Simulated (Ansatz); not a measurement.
Job for Ansatz (a program for electronic structure): R-wB97X-V/def2-TZVPP on FHO (SMILES OF).

Ansatz 0.2 input:
```yaml
crystal:
  periodic: [false, false, false]
  atoms:
    - {symbol: O, position_ang: [-0.58563782, 0.38341858, 0.00000000]}
    - {symbol: F, position_ang: [0.64797055, -0.29952181, -0.00000000]}
    - {symbol: H, position_ang: [-1.18203250, -0.37950034, 0.00000000]}
basis:
  gaussian:
    orbitals: def2-TZVPP
hamiltonian:
  xc: {name: wB97X-V}
accuracy: high
phonons: {}
scf: {lower_state_search: off}
```

Output:

```
WARN ansatz: RAYON_NUM_THREADS=1 ignored (pool sized by the plan → 1); use --threads N
Functional definition: wB97X-V
these checks for a lower state are left out or cut short: stability, starts, cluster_reference, orbital_swaps, neighbouring_geometries, increment
integrals: 0.07 GiB planned
1317 factors; integrals over basis functions are off by at most 2.3e-9 eV
integrals: 0.13 GiB planned
182 factors; integrals over basis functions are off by at most 7.1e-10 eV
mean field: 0.32 GiB planned
mean field evaluation 1: about -4776.2227 eV, gradient 2.4e1 eV
mean field evaluation 2: about -4776.7414 eV, gradient 1.6e1 eV
mean field evaluation 4: about -4777.0793 eV, gradient 1.2e0 eV
mean field evaluation 8: about -4777.0821 eV, gradient 5.4e-3 eV
mean field evaluation 16: about -4777.0821 eV, gradient 5.4e-7 eV
mean field -4777.08210271 eV, -175.5545292521 hartree, gradient 3.0e-8 eV, S^2 0.000000; 0 other end points of the search recorded, 0 dependent functions left out
the calculation of the forces begins
reference -4777.08210263 eV, -175.5545292490 hartree; 9, 9 occupied and 67, 67 virtual orbitals, 1317 factors
these checks for a lower state are left out or cut short: stability, starts, cluster_reference, orbital_swaps, neighbouring_geometries, increment
integrals: 0.07 GiB planned
1317 factors; integrals over basis functions are off by at most 2.3e-9 eV
integrals: 0.13 GiB planned
182 factors; integrals over basis functions are off by at most 7.0e-10 eV
mean field: 0.32 GiB planned
mean field -4777.08195714 eV, -175.5545239024 hartree, gradient 4.3e-8 eV, S^2 0.000000; 0 other end points of the search recorded, 0 dependent functions left out
the calculation of the forces begins
reference -4777.08195706 eV, -175.5545238994 hartree; 9, 9 occupied and 67, 67 virtual orbitals, 1317 factors
these checks for a lower state are left out or cut short: stability, starts, cluster_reference, orbital_swaps, neighbouring_geometries, increment
integrals: 0.07 GiB planned
1317 factors; integrals over basis functions are off by at most 2.3e-9 eV
integrals: 0.13 GiB planned
182 factors; integrals over basis functions are off by at most 7.1e-10 eV
mean field: 0.32 GiB planned
mean field evaluation 32: about -4777.0820 eV, gradient 9.7e-5 eV
mean field -4777.08195760 eV, -175.5545239192 hartree, gradient 4.5e-8 eV, S^2 0.000000; 0 other end points of the search recorded, 0 dependent functions left out
the calculation of the forces begins
reference -4777.08195751 eV, -175.5545239162 hartree; 9, 9 occupied and 67, 67 virtual orbitals, 1317 factors
these checks for a lower state are left out or cut short: stability, starts, cluster_reference, orbital_swaps, neighbouring_geometries, increment
integrals: 0.07 GiB planned
1317 factors; integrals over basis functions are off by at most 2.3e-9 eV
integrals: 0.13 GiB planned
182 factors; integrals over basis functions are off by at most 7.1e-10 eV
mean field: 0.32 GiB planned
mean field -4777.08203165 eV, -175.5545266405 hartree, gradient 4.0e-8 eV, S^2 0.000000; 0 other end points of the search recorded, 0 dependent functions left out
the calculation of the forces begins
reference -4777.08203156 eV, -175.5545266375 hartree; 9, 9 occupied and 67, 67 virtual orbitals, 1317 factors
these checks for a lower state are left out or cut short: stability, starts, cluster_reference, orbital_swaps, neighbouring_geometries, increment
integrals: 0.07 GiB planned
1317 factors; integrals over basis functions are off by at most 2.3e-9 eV
integrals: 0.13 GiB planned
182 factors; integrals over basis functions are off by at most 7.1e-10 eV
mean field: 0.32 GiB planned
mean field -4777.08203169 eV, -175.5545266422 hartree, gradient 2.8e-8 eV, S^2 0.000000; 0 other end points of the search recorded, 0 dependent functions left out
the calculation of the forces begins
reference -4777.08203161 eV, -175.5545266392 hartree; 9, 9 occupied and 67, 67 virtual orbitals, 1317 factors
these checks for a lower state are left out or cut short: stability, starts, cluster_reference, orbital_swaps, neighbouring_geometries, increment
integrals: 0.07 GiB planned
1317 factors; integrals over basis functions are off by at most 2.3e-9 eV
integrals: 0.13 GiB planned
182 factors; integrals over basis functions are off by at most 7.1e-10 eV
mean field: 0.32 GiB planned
mean field -4777.08200426 eV, -175.5545256343 hartree, gradient 3.5e-8 eV, S^2 0.000000; 0 other end points of the search recorded, 0 dependent functions left out
the calculation of the forces begins
reference -4777.08200418 eV, -175.5545256312 hartree; 9, 9 occupied and 67, 67 virtual orbitals, 1317 factors
these checks for a lower state are left out or cut short: stability, starts, cluster_reference, orbital_swaps, neighbouring_geometries, increment
integrals: 0.07 GiB planned
1317 factors; integrals over basis functions are off by at most 2.3e-9 eV
integrals: 0.13 GiB planned
182 factors; integrals over basis functions are off by at most 7.0e-10 eV
mean field: 0.32 GiB planned
mean field -4777.08200349 eV, -175.5545256057 hartree, gradient 2.8e-8 eV, S^2 0.000000; 0 other end points of the search recorded, 0 dependent functions left out
the calculation of the forces begins
reference -4777.08200341 eV, -175.5545256027 hartree; 9, 9 occupied and 67, 67 virtual orbitals, 1317 factors
these checks for a lower state are left out or cut short: stability, starts, cluster_reference, orbital_swaps, neighbouring_geometries, increment
integrals: 0.07 GiB planned
1317 factors; integrals over basis functions are off by at most 2.3e-9 eV
integrals: 0.13 GiB planned
182 factors; integrals over basis functions are off by at most 7.1e-10 eV
mean field: 0.32 GiB planned
mean field evaluation 64: about -4777.0814 eV, gradient 1.2e-1 eV
mean field -4777.08208868 eV, -175.5545287363 hartree, gradient 2.0e-8 eV, S^2 0.000000; 0 other end points of the search recorded, 0 dependent functions left out
the calculation of the forces begins
reference -4777.08208859 eV, -175.5545287333 hartree; 9, 9 occupied and 67, 67 virtual orbitals, 1317 factors
these checks for a lower state are left out or cut short: stability, starts, cluster_reference, orbital_swaps, neighbouring_geometries, increment
integrals: 0.07 GiB planned
1317 factors; integrals over basis functions are off by at most 2.3e-9 eV
integrals: 0.13 GiB planned
182 factors; integrals over basis functions are off by at most 7.1e-10 eV
mean field: 0.32 GiB planned
mean field -4777.08208862 eV, -175.5545287341 hartree, gradient 2.4e-8 eV, S^2 0.000000; 0 other end points of the search recorded, 0 dependent functions left out
the calculation of the forces begins
reference -4777.08208853 eV, -175.5545287310 hartree; 9, 9 occupied and 67, 67 virtual orbitals, 1317 factors
these checks for a lower state are left out or cut short: stability, starts, cluster_reference, orbital_swaps, neighbouring_geometries, increment
integrals: 0.07 GiB planned
1317 factors; integrals over basis functions are off by at most 2.3e-9 eV
integrals: 0.13 GiB planned
182 factors; integrals over basis functions are off by at most 7.1e-10 eV
mean field: 0.32 GiB planned
mean field -4777.08203017 eV, -175.5545265861 hartree, gradient 2.9e-8 eV, S^2 0.000000; 0 other end points of the search recorded, 0 dependent functions left out
the calculation of the forces begins
reference -4777.08203008 eV, -175.5545265831 hartree; 9, 9 occupied and 67, 67 virtual orbitals, 1317 factors
these checks for a lower state are left out or cut short: stability, starts, cluster_reference, orbital_swaps, neighbouring_geometries, increment
integrals: 0.07 GiB planned
1317 factors; integrals over basis functions are off by at most 2.3e-9 eV
integrals: 0.13 GiB planned
182 factors; integrals over basis functions are off by at most 7.1e-10 eV
mean field: 0.32 GiB planned
mean field -4777.08203039 eV, -175.5545265943 hartree, gradient 2.7e-8 eV, S^2 0.000000; 0 other end points of the search recorded, 0 dependent functions left out
the calculation of the forces begins
reference -4777.08203031 eV, -175.5545265913 hartree; 9, 9 occupied and 67, 67 virtual orbitals, 1317 factors
these checks for a lower state are left out or cut short: stability, starts, cluster_reference, orbital_swaps, neighbouring_geometries, increment
integrals: 0.07 GiB planned
1317 factors; integrals over basis functions are off by at most 2.3e-9 eV
integrals: 0.13 GiB planned
182 factors; integrals over basis functions are off by at most 7.1e-10 eV
mean field: 0.32 GiB planned
mean field evaluation 96: about -4777.0820 eV, gradient 8.1e-9 eV
mean field -4777.08204966 eV, -175.5545273025 hartree, gradient 1.6e-8 eV, S^2 0.000000; 0 other end points of the search recorded, 0 dependent functions left out
the calculation of the forces begins
reference -4777.08204958 eV, -175.5545272995 hartree; 9, 9 occupied and 67, 67 virtual orbitals, 1317 factors
these checks for a lower state are left out or cut short: stability, starts, cluster_reference, orbital_swaps, neighbouring_geometries, increment
integrals: 0.07 GiB planned
1317 factors; integrals over basis functions are off by at most 2.3e-9 eV
integrals: 0.13 GiB planned
182 factors; integrals over basis functions are off by at most 7.1e-10 eV
mean field: 0.32 GiB planned
mean field -4777.08204968 eV, -175.5545273032 hartree, gradient 1.4e-8 eV, S^2 0.000000; 0 other end points of the search recorded, 0 dependent functions left out
the calculation of the forces begins
reference -4777.08204960 eV, -175.5545273002 hartree; 9, 9 occupied and 67, 67 virtual orbitals, 1317 factors
Total energy: -4777.08210263 eV, -175.5545292490 hartree
Atom 0 at    -0.585638     0.383419     0.000000 Å, force    -0.000000     0.000000     0.000000 eV/Å
Atom 1 at     0.647971    -0.299522     0.000000 Å, force     0.000001    -0.000000    -0.000000 eV/Å
Atom 2 at    -1.182033    -0.379500     0.000000 Å, force    -0.000000    -0.000000     0.000000 eV/Å
Dipole moment:    -0.341466    -0.226898    -0.000000 e Å
Vibrations: 1047.96 1439.26 3792.86 cm⁻¹, zero-point energy 0.389315 eV
Checks for a lower state left out: stability, starts, cluster_reference, orbital_swaps, neighbouring_geometries, increment
```

The run converged.

Cost: around 40 core-seconds (rough).
